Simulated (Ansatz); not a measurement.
A nudged elastic band was laid between two geometries of C₂H₃AlF₂O (9 atoms, charge 0, multiplicity 1).

Theory: Ansatz 0.2.0, RHF/def2-SVP.

```json
{
  "movable images": "7",
  "climbing image": "yes",
  "spring": "5.0 eV/Å²",
  "optimiser": "quadratic models (default)",
  "start path": "IDPP",
  "force threshold": "0.03 eV/Å",
  "iteration limit": "60",
  "end points": "relaxed"
}
```

Initial state:

```xyz
9
Properties=species:S:1:pos:R:3
F 1.099 -1.650 -0.129
C 1.100 -0.437 -0.650
F 2.332 -0.143 -0.989
O 0.157 -0.169 -1.521
C 0.152 0.563 -0.228
Al -1.376 0.158 0.983
H 0.515 1.579 -0.366
H -2.408 -0.954 0.579
H -1.483 1.008 2.304
```

Final state:

```xyz
9
Properties=species:S:1:pos:R:3
F 1.088 -1.651 -0.143
C 1.097 -0.434 -0.655
F 2.330 -0.146 -0.994
O 0.154 -0.155 -1.524
C 0.153 0.567 -0.225
Al -1.372 0.153 0.988
H 0.519 1.583 -0.355
H -1.470 0.985 2.321
H -2.410 -0.947 0.570
```

(1) Which bonds break or form, and what moves?

(2) What energy profile does the band end with?

(3) What is the geometry of the highest image?

(4) What are the harmonic wavenumbers there?

## Answers

(1) No bond is made or broken. The dihedral O4–C5–Al6–H8 goes from 4 to -175°. The two ends are copies of one structure, up to a mirror image or an exchange of like atoms.

(2) The run converged. The highest image is number 4 of 0 to 8, 0.9 kcal/mol above the ends, which have the same energy within 2 meV. A vibrational analysis at the climbing image gives one clearly imaginary mode, 69i cm⁻¹: a first-order saddle point.

```json
{"image": "0", "path coordinate (Å)": "0.00", "energy (kcal/mol)": "0.0", "dihedral O4–C5–Al6–H8 (°)": "4"}
{"image": "1", "path coordinate (Å)": "0.66", "energy (kcal/mol)": "0.2", "dihedral O4–C5–Al6–H8 (°)": "29"}
{"image": "2", "path coordinate (Å)": "1.32", "energy (kcal/mol)": "0.5", "dihedral O4–C5–Al6–H8 (°)": "53"}
{"image": "3", "path coordinate (Å)": "1.98", "energy (kcal/mol)": "0.8", "dihedral O4–C5–Al6–H8 (°)": "77"}
{"image": "4", "path coordinate (Å)": "2.64", "energy (kcal/mol)": "0.9", "dihedral O4–C5–Al6–H8 (°)": "101"}
{"image": "5", "path coordinate (Å)": "3.24", "energy (kcal/mol)": "0.8", "dihedral O4–C5–Al6–H8 (°)": "122"}
{"image": "6", "path coordinate (Å)": "3.85", "energy (kcal/mol)": "0.5", "dihedral O4–C5–Al6–H8 (°)": "142"}
{"image": "7", "path coordinate (Å)": "4.46", "energy (kcal/mol)": "0.1", "dihedral O4–C5–Al6–H8 (°)": "163"}
{"image": "8", "path coordinate (Å)": "5.07", "energy (kcal/mol)": "0.0", "dihedral O4–C5–Al6–H8 (°)": "-175"}
```

(3) 
```xyz
9
Properties=species:S:1:pos:R:3
F 0.614 -1.618 -1.019
C 0.961 -0.354 -0.885
F 2.212 -0.233 -1.260
O 0.111 0.537 -1.355
C 0.373 0.495 0.115
Al -1.307 0.030 1.084
H 1.008 1.329 0.404
H -1.548 -1.433 1.603
H -2.335 1.201 1.296
```

(4) 69i, 126, 142, 339, 487, 546, 583, 640, 692, 731, 799, 844, 1019, 1154, 1289, 1347, 1433, 1684, 2054, 2063, 3293 cm⁻¹.

The run took 2 min on 1 thread of Arm Neoverse V1, with other jobs on the host, peak memory 0.2 GiB.
